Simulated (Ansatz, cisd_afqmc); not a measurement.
Species: CH4SSi, charge 0, singlet. A triplet may lie lower; no result for it is given here. CH4SSi (SMILES S[Si]C).
B3LYP-D3(BJ)/def2-TZVP minimum from Ansatz (a first-principles code):
```
C
H 1 1.0912
H 1 1.0926 2 109.15
H 1 1.0976 2 107.71 3 115.28
Si 1 1.9088 2 115.81 4 119.81
S 5 2.1477 1 96.03 2 -27.23
H 6 1.3445 5 96.89 1 -177.65
```
Charge 0, spin multiplicity 1.

Total energies in cc-pV(D+d)Z, 18 correlated electrons, 11 frozen orbitals. Radicals and triplets start from unrestricted determinants; spin-orbit coupling is neglected. Correlated methods leave the cores frozen. No relativity. The Monte Carlo rows (phaseless AFQMC, CISD trial, step 0.005/hartree) carry one-sigma bars that omit the constraint's bias. Outlying blocks are dropped, and bars are widened where a walk drifts. Over all cases where full CI ran beside it in this data, AFQMC minus full CI had a median of +0.1 mEh and passed +0.4 mEh in a tenth of the cases. The restricted determinant of CH4SSi (C[Si]S, singlet) is unstable towards broken spin symmetry in at least one set run.

| method | program | energy (Eh) | minus CCSDT(Q) (mEh) |
|---|---|---|---|
| HF | Ansatz | -726.66637 | 428.59 |
| MP2 | Ansatz | -727.03104 | 63.92 |
| CCSD | Ansatz | -727.07931 | 15.65 |
| CCSD(T) | Ansatz | -727.09265 | 2.30 |
| CCSDT(Q) | Ansatz | -727.09496 | 0.00 |
| AFQMC/CISD | cisd_afqmc | -727.0949 ± 0.0004 | 0.1 ± 0.4 |

Rough core times of Ansatz's runs on a shared machine: CCSD(T) under 20 s, CCSDT(Q) 10 min.
